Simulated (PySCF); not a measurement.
Computed Raman spectrum (relative Raman activity) of a molecule C2H3Cl2FSi. Coordinates come from a PBE0-D3(BJ)/def2-SVP optimisation. Other conformers were not sampled. Method: PBE0-D3(BJ)/def2-SVP run with PySCF. Frequencies are harmonic and unscaled.

Lines under 2 % of the strongest are left out, and lines within 2 cm⁻¹ are merged.

```
ν (cm⁻¹)  relative intensity
--------  ------------------
408                      2.3
555                      4.9
590                      2.1
715                      7.1
861                      5.2
926                      2.6
938                      6.7
1183                     2.4
1275                     2.6
1693                      27
2276                     100
2288                      39
3230                      65
```

Pick the molecule that these values belong to.
A. F/C(=C/Cl)[SiH2]Cl
B. FC([SiH3])=C(Cl)Cl
C. F/C(Cl)=C(\[SiH3])Cl
D. C=C(Cl)[Si@@H](F)Cl

A, F/C(=C/Cl)[SiH2]Cl
